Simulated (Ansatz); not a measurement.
`N=CC[SiH2][SiH3]` + `O[SiH2]F` → `F[SiH2]O[SiH2][SiH3]` + `CC=N`  (ligand exchange at the Si–C bond)

Isolated molecules relaxed with PBE0-D4/def2-TZVP in Ansatz; ΔE leaves out vibrations. CBS: MP2 limit from def2 TZ/QZ plus the TZ coupled-cluster correction, frozen cores. Each species was taken in one conformer, which may not be the lowest.

`N=CC[SiH2][SiH3]`:

Z-matrix (Å, degrees):
```
C
C 1 1.490
Si 1 1.899 2 111.1
H 1 1.094 2 110.9 3 -120.4
H 1 1.095 2 110.7 3 119.2
N 2 1.265 1 128.0 3 100.6
H 2 1.095 1 115.4 3 -77.1
Si 3 2.341 1 110.6 2 -59.4
H 3 1.490 1 109.2 2 61.9
H 3 1.489 1 108.5 2 179.5
H 6 1.023 2 110.9 1 2.3
H 8 1.489 3 109.6 1 -50.0
H 8 1.488 3 109.9 1 -169.2
H 8 1.486 3 110.9 1 70.1
```

`O[SiH2]F`:

Z-matrix (Å, degrees):
```
Si
F 1 1.596
O 1 1.630 2 111.0
H 1 1.482 2 106.0 3 121.4
H 1 1.474 2 108.2 3 -116.3
H 3 0.958 1 119.1 2 71.8
```

`F[SiH2]O[SiH2][SiH3]`:

Cartesian coordinates in Å:
```
F -1.873 -1.330 1.936
Si -1.322 0.153 1.738
O 0.238 0.102 1.320
Si 1.329 -0.213 0.124
Si 0.376 0.094 -1.998
H -1.445 0.855 3.030
H -2.125 0.771 0.657
H 1.813 -1.611 0.271
H 2.481 0.706 0.314
H -0.072 1.501 -2.176
H 1.394 -0.222 -3.037
H -0.794 -0.806 -2.180
```

`CC=N`:

Z-matrix (Å, degrees):
```
C
C 1 1.493
H 1 1.092 2 111.6
H 1 1.094 2 110.3 3 -121.2
H 1 1.094 2 110.3 3 121.2
N 2 1.263 1 127.9 3 0.0
H 2 1.095 1 115.5 3 -180.0
H 6 1.023 2 110.6 1 0.0
```

```tsv
species	SCS-MP2/def2-QZVPP energy (Eh)
`N=CC[SiH2][SiH3]`	-714.22935
`O[SiH2]F`	-465.88194
`F[SiH2]O[SiH2][SiH3]`	-1046.43261
`CC=N`	-133.71881
```

(1) Work out ΔE.

Largest T1 diagnostic among the species: 0.013.

Results:

(1) ΔE = (-1046.43261) + (-133.71881) − (-714.22935) − (-465.88194) = -0.04013 Eh = -1.09 eV. CCSD(T)/CBS gives -1.04 eV.

In def2-TZVPP, CCSD(T) changes the Hartree–Fock value by +0.29 eV (the triples alone add +0.05 eV) and MP2 by +0.31 eV. The D4 term adds +0.03 eV with B3LYP and +0.02 eV with PBE0; it sums over pairs of atoms, weighted by their polarisabilities, and B3LYP, whose exchange is more repulsive, gets the larger term. From PBE to PBE0 (25 % exact exchange), in def2-TZVPP and without D4, ΔE moves by −0.05 eV.

B3LYP here is the variant with VWN-RPA as its local correlation; programs differ in this.
